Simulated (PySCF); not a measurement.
## Excitation energy of C by level of theory

C [He] 2s2 2p2 (3P) → C [He] 2s2 2p1 3s1 (3P), as a difference of total energies. Calculation: PySCF 2.14, in aug-cc-pVQZ; no relativity, point nucleus. Correlated levels: valence: 1s2 frozen. The calculations carry no spin-orbit coupling.

```csv
method,excitation energy (eV)
UHF,7.480
MP2 (valence),7.784
SCS-MP2 (valence),7.682
CCSD (valence),7.606
CCSD(T) (valence),7.608
```

Question: How much does correlation contribute at CCSD(T) (valence)?

Answer: 7.608 − (7.480) = 0.128 eV, measured against UHF.

Errors of the correlated levels include the incompleteness of this basis and the frozen core.

The promoted electron is Rydberg-like, and one or two diffuse shells describe it only roughly, which tends to raise the upper state.

For comparison: 7.482 eV (measured; NIST levels, between the centres of gravity of the two terms).
